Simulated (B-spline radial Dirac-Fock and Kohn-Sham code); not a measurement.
**Atomic SCF run for Eu**

ΔSCF core binding energies without Breit or QED terms, calculated with an atomic code on a B-spline grid.

Input (task.json):

```json
{"items": [{"Z": 63, "q": 0, "cfg": [[1, 0, 2], [2, 0, 2], [2, 1, 6], [3, 0, 2], [3, 1, 6], [3, 2, 10], [4, 0, 2], [4, 1, 6], [4, 2, 10], [4, 3, 7], [5, 0, 2], [5, 1, 6], [6, 0, 2]], "A": 153, "rrms": 5.1115, "do": "settings", "holes": ["K", "L3", "M5"],
  "settings": [{"rel": "dirac", "method": "hf", "nuc": "fermi", "radius_factor": 1.0, "rmax": 45.0, "h": 0.18, "order": 8, "points": 10, "c_factor": 1.0, "maxit": 60, "damp": 0.5, "ndamp": 3, "tol": 1e-08}]}]}
```

Command: `python xray2_run.py task.json out`

Ground-state iterations:

```
iter   energy (Ha)        error
   1   -10818.65739591  1.26e+00
   2   -10825.58247171  7.19e-01
   3   -10845.19978989  1.50e-01
   4   -10846.28516819  4.76e-02
   5   -10846.46742915  2.23e-02
   6   -10846.47925813  3.65e-03
   7   -10846.48136968  4.49e-03
   8   -10846.48245513  1.12e-03
   9   -10846.48254623  1.27e-04
  10   -10846.48254925  3.93e-05
  11   -10846.48254943  3.91e-06
  12   -10846.48254943  5.96e-07
```

The ground state converged in 12 iterations, with total energy -10846.48255 Ha, virial ratio 1.91988 and highest orbital energy -4.93 eV. ΔSCF binding energies: K (1s) 48725.6 eV, L3 (2p3/2) 6996.3 eV, M5 (3d5/2) 1137.1 eV.
